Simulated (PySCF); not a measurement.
Ga²⁺: excitation energy

Ga²⁺ [Ar] 3d10 4s1 (2S) → Ga²⁺ [Ar] 3d9 4s2 (2D), as a difference of total energies. Calculation: PySCF 2.14, in dyall-av2z; the non-relativistic Hamiltonian (point nucleus). The calculations carry no spin-orbit coupling.

| method | excitation energy (cm⁻¹) |
| --- | --- |
| UHF | 134820 |
| LDA | 141040 |
| PBE | 138720 |
| PBE0 | 138870 |
| r2SCAN | 139770 |
| HSE06 | 138210 |
| B97-3 | 136910 |
| wB97X-V | 138820 |
| BP86 | 138590 |

A first-order spin-orbit estimate (lowest level to lowest level, LS coupling) adds -0.177 eV.
